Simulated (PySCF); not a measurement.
Molfile (atoms numbered from 1):
```
C4H4FNSi
     RDKit          3D

 11 10  0  0  0  0  0  0  0  0999 V2000
    3.4466   -1.2551   -0.1426 N   0  0  0  0  0  0  0  0  0  0  0  0
    2.7200   -0.3836    0.0775 C   0  0  0  0  0  0  0  0  0  0  0  0
    1.8013    0.7203    0.3590 C   0  0  0  0  0  0  0  0  0  0  0  0
    0.3990    0.3443    0.2207 C   0  0  0  0  0  0  0  0  0  0  0  0
   -0.7716    0.0322    0.1080 C   0  0  0  0  0  0  0  0  0  0  0  0
   -2.5190   -0.4750   -0.0652 Si  0  0  0  0  0  4  0  0  0  0  0  0
   -3.4674    0.7914    0.2955 F   0  0  0  0  0  0  0  0  0  0  0  0
    2.0391    1.5563   -0.3213 H   0  0  0  0  0  0  0  0  0  0  0  0
    1.9959    1.0835    1.3831 H   0  0  0  0  0  0  0  0  0  0  0  0
   -2.7868   -0.8732   -1.4698 H   0  0  0  0  0  0  0  0  0  0  0  0
   -2.8193   -1.5671    0.8944 H   0  0  0  0  0  0  0  0  0  0  0  0
  1  2  3  0
  2  3  1  0
  3  4  1  0
  4  5  3  0
  5  6  1  0
  6  7  1  0
  3  8  1  0
  3  9  1  0
  6 10  1  0
  6 11  1  0
M  END
```

Geometry: PBE0-D3(BJ)/def2-SVP; GIAO shifts from PySCF 2.14, gas phase, non-relativistic, averaged over equivalent atoms.

At BHandHLYP/pcSseg-1 (146 basis functions, 11 s wall time on 1 thread of an Arm Neoverse V2, shared host):
```csv
atoms,δ (ppm)
N1,315.3
C2,119.8
C4,105.4
C5,87.6
C3,8.8
Si6,-35.8
F7,-189.1
H10/H11,4.80
H8/H9,3.13
```

Referencing at the same level of theory: NH3 for $^{15}$N (σ = 265.03 ppm); $^{13}$C (σ = 183.98 ppm) and $^{29}$Si (σ = 358.43 ppm) and $^{1}$H (σ = 31.44 ppm) vs TMS; CFCl3 for $^{19}$F (σ = 204.31 ppm).

Estimate the result of repeating the calculation with PBE0/def2-TZVP.

Answers


```tsv
atoms	δ at PBE0/def2-TZVP	change
N1	300.4	-14.9
C2	116.7	-3.1
C4	103.8	-1.6
C5	87.0	-0.6
C3	11.0	+2.2
Si6	-31.9	+3.9
F7	-198.3	-9.2
H10/H11	5.38	+0.58
H8/H9	3.29	+0.16
```

Scale: $^{15}$N (σref 265.93) vs NH3; $^{13}$C (σref 186.65) and $^{29}$Si (σref 331.56) and $^{1}$H (σref 31.48) against TMS; $^{19}$F (σref 178.85) against CFCl3 (reference shieldings calculated alike).

The largest change is at N1 (nitrile nitrogen). Cost: 247 basis functions, 32 s wall time on 1 thread of an Arm Neoverse V2, shared host. The order of the carbon signals is the same at both levels.

Unscaled 19F shifts against computed CFCl3 carry errors that often reach 10 to 50 ppm. Experimental scales use liquid or dissolved standards, which lie at an offset from isolated NH3 (liquid NH3: subtract about 20 ppm). Unscaled 15N shifts of sp2 nitrogen often come out too high even then, by a few to some tens of ppm.
